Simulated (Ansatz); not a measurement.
# Active spaces for Cu2, singlet

Calculated in Ansatz's Gaussian-basis code. Basis cc-pVTZ, nonrelativistic, 10 orbitals frozen in the corrections. State-specific CASSCF; RHF is the lowest restricted (open-shell) Hartree–Fock solution met. Letters tell apart solutions met in one space. No symmetry is imposed, so a solution can break that of the shape. Lower solutions, or ones in other orbitals, may exist.

Geometry: bond length 2.4420 Å.

CASSCF less RHF, in eV, and natural occupations:

```csv
CAS,CASSCF,occupations
"(10,10) a",-6.123,"1.99, 1.99, 1.99, 1.99, 1.98, 0.02, 0.01, 0.01, 0.01, 0.01"
"(10,10) b",-4.548,"1.99, 1.99, 1.99, 1.98, 1.93, 0.07, 0.01, 0.01, 0.01, 0.01"
```

Question: What totals less RHF do the corrections give on each solution?

Answer: 

| CAS | SC-NEVPT2 |
| --- | --- |
| (10,10) a | -46.175 |
| (10,10) b | -46.861 |

Question: In CAS(10,10), is the solution lowest in CASSCF also lowest after SC-NEVPT2?

Answer: No: (10,10) b is lowest after SC-NEVPT2, 0.69 eV under (10,10) a, which leads in CASSCF.

Question: How do single-reference totals in the same basis and frozen core stand against SC-NEVPT2 in CAS(10,10) a?

Answer: CCSD(T) +1.582 eV. Coupled cluster stands on the determinant that it favours, which can lie over the RHF solution above, and is in doubt where the occupations are far from 0, 1 and 2.

Question: Roughly how much CPU time does a whole run from the default start take (median of such runs, summed over threads; nearly all runs on one pinned thread of a shared server, mostly Xeon at 2.3 to 2.6 GHz, by a development driver)?

Answer: CAS(10,10) a: about 2.5 min; CAS(10,10) b: about 94 s. Other jobs ran beside these, and the count of passes differs.
